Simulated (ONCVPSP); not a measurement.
## Cutoff test, nitrogen, ONCV

ONCVPSP 4.0.1 input, shortened (lines: element, Z, core and valence counts, functional; n l f; lmax; l rc ep ncon nbas qcut; lloc lpopt rc5 dvloc0; l nproj debl; icmod fcfact rcfact), PBEsol, scalar-relativistic:

```
  N 7.00    1    2  -116133      upf
    1    0    2.00
    2    0    2.00
    2    1    2.50
    1
    0    1.00    0.00    3    7    5.90
    1    1.85    0.00    4    9    8.70
    4    5    0.75    3.00
    0    3    2.30
    1    2    2.20
    1    0.60    0.00
```

For each optimised wave give the share of its norm inside rc, the residual kinetic energy above qcut (Ha) and the cutoffs (Ha) for errors of 10, 1, 0.1 and 0.01 mHa per electron.

```json
{"wave": "2s", "norm inside rc": "0.346", "residual KE": "4.0e-03", "10 mHa": "13.6", "1 mHa": "59.7", "0.1 mHa": "142.1", "0.01 mHa": "not reached"}
{"wave": "s projector 2", "norm inside rc": "0.060", "residual KE": "2.1e-03", "10 mHa": "10.8", "1 mHa": "20.2", "0.1 mHa": "73.6", "0.01 mHa": "199.2"}
{"wave": "s projector 3", "norm inside rc": "0.066", "residual KE": "7.4e-03", "10 mHa": "16.3", "1 mHa": "27.9", "0.1 mHa": "88.6", "0.01 mHa": "202.7"}
{"wave": "2p", "norm inside rc": "0.789", "residual KE": "1.2e-08", "10 mHa": "16.5", "1 mHa": "21.9", "0.1 mHa": "26.4", "0.01 mHa": "30.2"}
{"wave": "p projector 2", "norm inside rc": "0.175", "residual KE": "2.7e-07", "10 mHa": "18.3", "1 mHa": "24.4", "0.1 mHa": "29.3", "0.01 mHa": "33.0"}
```

The occupied waves need 60 Ha and 142 Ha for 1 and 0.1 mHa. Its largest configuration-test error is +1401 meV.
